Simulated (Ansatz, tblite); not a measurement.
Cost and result up the ladder for SiMo3 (4 atoms). Total charge 0; singlet. Geometry: PBE0-D4/def2-SVP.

```xyz
4

Mo    0.035    1.323    0.438
Mo    1.183   -0.205   -0.708
Mo   -1.029   -0.070   -0.938
Si   -0.189   -1.049    1.208
```

Ansatz on 4 threads of Intel Xeon 6975P-C on a shared host; xTB runs through tblite on one thread. Times are rough, summed over both states, and most runs start from the orbitals of an earlier one. RPA@PBE/def2-TZVP serves as the yardstick here, not as an exact answer. The other state is a triplet at its own geometry.

In the def2 sets Mo takes a core potential; there is no spin–orbit coupling. The xTB rows come from tblite. Correlated methods freeze 5 core orbitals; core or outer-core shells of Mo are correlated, in sets that lack core-valence functions. The structure comes from a short search, and lower isomers may exist.

Run but left out: HF/STO-3G, HF/def2-TZVP, BHLYP-D4/def2-TZVP, LC-ωPBE/def2-TZVP (triplet: ⟨S²⟩ 2.87 to 6.38, where a pure state has 2.00).

Correlated methods converge slowly with the basis.

xTB has no spin-polarisation term.

| level | functions | wall time | triplet − singlet (eV) | difference from RPA@PBE/def2-TZVP (eV) | remarks |
| --- | --- | --- | --- | --- | --- |
| GFN1-xTB | 36 | 0.009 s | 0.38 | -0.15 | – |
| GFN2-xTB | 36 | 0.017 s | 0.58 | 0.06 | – |
| LDA (SPW92)/def2-TZVP | 157 | 1.8 s | 0.54 | 0.02 | – |
| PBE-D4/def2-TZVP | 157 | 3.2 s | 0.37 | -0.15 | – |
| RPA@PBE/def2-TZVP | 157 | 6.4 s | 0.52 | 0.00 | – |
| r2SCAN-D4/def2-TZVP | 157 | 7.8 s | 0.21 | -0.31 | – |
| PBE0-D4/def2-TZVP (with forces) | 157 | 10 s | 0.20 | -0.32 | spin-contaminated (⟨S²⟩ 2.17) (triplet) |
| B97M-V/def2-TZVP | 157 | 12 s | 0.33 | -0.20 | – |
